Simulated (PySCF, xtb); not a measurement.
BH2, SMILES [BH2+], charge +1.

GFN2-xTB in xtb at its own geometry gives an orbital gap of 3.07 eV.

Coordinates come from a r2SCAN-D4/def2-TZVPD optimisation.

Problem. What does HF/def2-TZVPD run with PySCF give? (The exact figures need the calculation; the answer reports its results.)

Solution. gap 17.90 eV (levels -24.47 and -6.56 eV).
